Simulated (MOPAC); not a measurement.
MOPAC input (PM7):

```
PM7 PRECISE GNORM=0.05 LET XYZ CHARGE=-1 GEO-OK AUX(PRECISION=9) THREADS=1
C4H2ISe

I     1.87422500 1   -0.88355900 1    0.46690400 1
C    -0.16526200 1   -0.22056800 1    0.03739100 1
C    -1.25669700 1   -1.10990900 1    0.13500000 1
C    -2.38479700 1   -0.46125100 1   -0.17678400 1
Se   -2.10921500 1    1.47163500 1   -0.65107100 1
C    -0.30429500 1    1.08187900 1   -0.32280400 1
H    -3.41601100 1   -0.78159600 1   -0.22140700 1
H     0.46169000 1    1.83371900 1   -0.42491500 1
```

Output:

```
 *******************************************************************************
 **                                                                           **
 **                              MOPAC v23.2.5                                **
 **                                                                           **
 *******************************************************************************
 ** MOPAC's Digital Object Identifier: https://doi.org/10.5281/zenodo.6511958 **
 **                                                                           **
 ** Please cite the open-source release paper for use of this MOPAC version:  **
 ** J. E. Moussa and J. J. P. Stewart (2026)                                  **
 ** MOPAC: An open-source semiempirical molecular orbital program             **
 ** J. Open Source Softw., 11(119), 8025, https://doi.org/10.21105/joss.08025 **
 *******************************************************************************

                              PM7 CALCULATION RESULTS

 *******************************************************************************
 *  PM7        - The PM7 Hamiltonian to be used
 *  GEO-OK     - OVERRIDE INTERATOMIC DISTANCE AND OTHER SAFETY CHECKS
 *
 *
 *
 *                 CHARGE ON SYSTEM = -1
 *
 *
 *
 *  LET        - OVERRIDE SOME SAFETY CHECKS
 *  PRECISE    - TIGHTER CRITERIA TO BE USED
 *  XYZ        - CARTESIAN COORDINATE SYSTEM TO BE USED
 *  GNORM      - EXIT WHEN GRADIENT NORM DROPS BELOW 0.050
 *  AUX        - OUTPUT AUXILIARY INFORMATION
 *******************************************************************************
PM7 PRECISE GNORM=0.05 LET XYZ CHARGE=-1 GEO-OK AUX(PRECISION=9) THREADS=1
 C4H2ISe

   ATOM   CHEMICAL          X               Y               Z
  NUMBER   SYMBOL      (ANGSTROMS)     (ANGSTROMS)     (ANGSTROMS)

     1       I          1.87422500  *  -0.88355900  *   0.46690400  *
     2       C         -0.16526200  *  -0.22056800  *   0.03739100  *
     3       C         -1.25669700  *  -1.10990900  *   0.13500000  *
     4       C         -2.38479700  *  -0.46125100  *  -0.17678400  *
     5      Se         -2.10921500  *   1.47163500  *  -0.65107100  *
     6       C         -0.30429500  *   1.08187900  *  -0.32280400  *
     7       H         -3.41601100  *  -0.78159600  *  -0.22140700  *
     8       H          0.46169000  *   1.83371900  *  -0.42491500  *

          CARTESIAN COORDINATES

    NO.       ATOM           X           Y           Z

     1         I          1.8742     -0.8836      0.4669
     2         C         -0.1653     -0.2206      0.0374
     3         C         -1.2567     -1.1099      0.1350
     4         C         -2.3848     -0.4613     -0.1768
     5        Se         -2.1092      1.4716     -0.6511
     6         C         -0.3043      1.0819     -0.3228
     7         H         -3.4160     -0.7816     -0.2214
     8         H          0.4617      1.8337     -0.4249

 General Reference for PM7:
 "Optimization of Parameters for Semiempirical Methods VI: More Modifications to the
 NDDO Approximations and Re-optimization of Parameters", J. J. P. Stewart, J. Mol. Mod., 1:32, 19 (2013)
 https://link.springer.com/article/10.1007/s00894-012-1667-x

           Empirical Formula: C4 H2 I Se  =     8 atoms

      MOLECULAR POINT GROUP   :   Cs

      RHF CALCULATION, NO. OF DOUBLY OCCUPIED LEVELS = 16

          Geometry optimization using EF

          DIAGONAL MATRIX USED AS START HESSIAN

 CYCLE:     1  GRAD.:   103.409 HEAT:  58.20930
 CYCLE:     2  GRAD.:   567.789 HEAT:  86.92889
 CYCLE:     3  GRAD.:   198.282 HEAT:  66.22649
 CYCLE:     4  GRAD.:   438.191 HEAT:  66.76842
 CYCLE:     5  GRAD.:   339.867 HEAT:  76.82339
 CYCLE:     6  GRAD.:   199.343 HEAT:  65.71494
 CYCLE:     7  GRAD.:   138.161 HEAT:  58.19854
 CYCLE:     8  GRAD.:   583.080 HEAT:  79.77676
 CYCLE:     9  GRAD.:   182.768 HEAT:  67.24664
 CYCLE:    10  GRAD.:   224.615 HEAT:  57.73404
 CYCLE:    11  GRAD.:   179.232 HEAT:  64.03803
 CYCLE:    12  GRAD.:   153.919 HEAT:  54.49447
 CYCLE:    13  GRAD.:   184.004 HEAT:  55.23871
 CYCLE:    14  GRAD.:    19.977 HEAT:  51.98719
 CYCLE:    15  GRAD.:    33.187 HEAT:  52.33885
 CYCLE:    16  GRAD.:    21.932 HEAT:  51.72967
 CYCLE:    17  GRAD.:    43.269 HEAT:  51.77507
 CYCLE:    18  GRAD.:     1.819 HEAT:  51.69637
 CYCLE:    19  GRAD.:     1.036 HEAT:  51.69232
 CYCLE:    20  GRAD.:     1.849 HEAT:  51.68785
 CYCLE:    21  GRAD.:     0.311 HEAT:  51.68756
 CYCLE:    22  GRAD.:     0.114 HEAT:  51.68752
 CYCLE:    23  GRAD.:     0.109 HEAT:  51.68750
 CYCLE:    24  GRAD.:     0.042 HEAT:  51.68750

     GRADIENT =  0.04172 IS LESS THAN CUTOFF =  0.05000

 -------------------------------------------------------------------------------
 PM7 PRECISE GNORM=0.05 LET XYZ CHARGE=-1 GEO-OK AUX(PRECISION=9) THREADS=1
 C4H2ISe

     GEOMETRY OPTIMISED USING EIGENVECTOR FOLLOWING (EF).
     SCF FIELD WAS ACHIEVED

                              PM7 CALCULATION
                                                       MOPAC v23.2.5 Linux

          FINAL HEAT OF FORMATION =         51.68750 KCAL/MOL =     216.26050 KJ/MOL

          COSMO AREA              =        150.20 SQUARE ANGSTROMS
          COSMO VOLUME            =        147.24 CUBIC ANGSTROMS

          GRADIENT NORM           =          0.04172          =       0.01475 PER ATOM
          IONIZATION POTENTIAL    =          3.274585 EV
          HOMO LUMO ENERGIES (EV) =         -3.275  4.020
          NO. OF FILLED LEVELS    =         16
          MOLECULAR WEIGHT        =        255.9243         POINT GROUP:  Cs

          MOLECULAR DIMENSIONS (Angstroms)

            Atom       Atom       Distance
            H     7    I     1     5.32154
            H     8    C     3     3.02912
            C     2   Se     5     0.00009

          SCF CALCULATIONS        =         25

   ATOM   CHEMICAL          X               Y               Z
  NUMBER   SYMBOL      (ANGSTROMS)     (ANGSTROMS)     (ANGSTROMS)

     1       I          1.85427305  *  -0.91931096  *   0.47380773  *
     2       C         -0.08181714  *  -0.15701179  *   0.03115322  *
     3       C         -1.19900202  *  -0.99432726  *   0.11177495  *
     4       C         -2.42439048  *  -0.59814914  *  -0.14571367  *
     5      Se         -2.12611887  *   1.48373589  *  -0.65637263  *
     6       C         -0.28022467  *   1.12377316  *  -0.33081178  *
     7       H         -3.42411421  *  -0.86548176  *  -0.20038260  *
     8       H          0.40965123  *   1.92123306  *  -0.45438656  *

                             CARTESIAN COORDINATES

   1    I        1.854273055    -0.919310959     0.473807726
   2    C       -0.081817144    -0.157011795     0.031153223
   3    C       -1.199002024    -0.994327261     0.111774952
   4    C       -2.424390483    -0.598149143    -0.145713666
   5   Se       -2.126118866     1.483735893    -0.656372627
   6    C       -0.280224674     1.123773162    -0.330811784
   7    H       -3.424114207    -0.865481759    -0.200382604
   8    H        0.409651235     1.921233058    -0.454386557

           Empirical Formula: C4 H2 I Se  =     8 atoms

      MOLECULAR POINT GROUP   :   Cs

                  EIGENVALUES
 -24.67088 -20.71956 -19.44262 -17.88595 -15.81599 -12.75649 -10.82167  -9.07422
  -8.76682  -7.22030  -6.34752  -5.79949  -5.57361  -5.24298  -4.03442  -3.27458
   4.01961   4.04794   4.96090   5.36796   6.47856   9.09124   9.46578   9.88703
  10.31537  11.13721 128.23290 128.28572 128.38348 128.41334 128.55995

              NET ATOMIC CHARGES AND DIPOLE CONTRIBUTIONS

  ATOM NO.   TYPE          CHARGE      No. of ELECS.   s-Pop       p-Pop       d-Pop
    1          I          -0.183431        7.1834     1.91609     5.26077     0.00657
    2          C           0.049731        3.9503     1.10695     2.84331
    3          C          -0.348710        4.3487     1.18825     3.16046
    4          C          -0.124380        4.1244     1.15775     2.96663
    5         Se          -0.357531        6.3575     1.95772     4.39981
    6          C          -0.325937        4.3259     1.11735     3.20858
    7          H           0.136494        0.8635     0.86351
    8          H           0.153763        0.8462     0.84624
 DIPOLE           X         Y         Z       TOTAL
 POINT-CHG.     4.261    -0.772     0.736     4.393
 HYBRID         0.108     0.791    -0.195     0.822
 SUM            4.369     0.019     0.541     4.403

          ATOMIC ORBITAL ELECTRON POPULATIONS

     Atom    s        px        py        pz      x^2-y^2     xz        z^2       yz        xy
    1  I   1.91609   1.39879   1.90864   1.95334   0.00216   0.00107   0.00103   0.00029   0.00202
    2  C   1.10695   0.85499   0.95880   1.02952
    3  C   1.18825   0.93379   1.32162   0.90505
    4  C   1.15775   1.04140   0.81706   1.10817
    5 Se   1.95772   0.93136   1.61140   1.85706
    6  C   1.11735   1.09529   1.03997   1.07332
    7  H   0.86351
    8  H   0.84624

 **********************
 *                    *
 * JOB ENDED NORMALLY *
 *                    *
 **********************

 == MOPAC DONE ==
```

The dipole moment of an ion depends on the origin.

The geometry given is a B3LYP-D3(BJ)/def2-TZVP minimum.
